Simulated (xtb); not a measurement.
CuF, SMILES [F][Cu], multiplicity 1. All values are semi-empirical tight-binding results from xtb (GFN2-xTB unless named), good for trends rather than for accurate numbers. The structure is a stationary point at GFN2-xTB. The spin state was assumed, not searched.

For metal compounds this method's bond lengths and energies can be far off.

Computed properties:
```
Quantity                      Result
---------------------------  -------
point group as xtb finds it      C∞v
orbital gap                  4.87 eV
```
